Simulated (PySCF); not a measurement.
## Computed vibrations of [La(H2O)2]3+

[La(H2O)2]3+ (singlet). PySCF 2.14.0, RKS PBE0, La lcecp-1-SVP with ECP46, O def2-SVP, H def2-SVP; non-relativistic Hamiltonian with scalar-relativistic core potentials where named; density fitting; no spin-orbit coupling. Central differences of gradients.

```xyz
7

La   -0.0732   -0.2750   -0.0025
O     0.2196    1.0174    1.9539
H     0.5758    1.9355    2.0516
H     0.0211    0.7621    2.8908
O     0.3257    1.0297   -1.9350
H     0.8902    0.8066   -2.7180
H    -0.0523    1.9104   -2.1863
```

Run from Python with OMP_NUM_THREADS=2. Where DIIS fails, smearing, a level shift and second-order steps follow.
It took 110 s on 2 threads of Arm Neoverse V1 (shared host).

Question: What are the harmonic wavenumbers and infrared intensities?

Answer: Negative numbers are unstable modes, those under 60 cm⁻¹ near the noise; a finer grid moves soft modes by up to 10 cm⁻¹.
| cm⁻¹ | km/mol | symmetry |
| --- | --- | --- |
| -53 | – |  |
| 63 | 2.3 |  |
| 107 | 0.5 |  |
| 402 | 11.5 |  |
| 406 | 34.8 |  |
| 631 | 68.3 |  |
| 646 | 66.7 |  |
| 694 | 208.9 |  |
| 702 | 633.0 |  |
| 1671 | 193.9 |  |
| 1673 | 83.5 |  |
| 3535 | 1067.8 |  |
| 3548 | 172.1 |  |
| 3569 | 421.7 |  |
| 3578 | 542.8 |  |

Question: Is this a minimum?

Answer: Probably not: 1 unstable, though so soft as to be near the noise; the lowest moves the atoms so:
```
La   0.01  0.01  0.00
O   -0.04 -0.04  0.05
H    0.07 -0.10  0.10
H   -0.18 -0.04  0.02
O   -0.03 -0.05 -0.05
H   -0.57 -0.37 -0.34
H    0.48  0.25  0.23
```
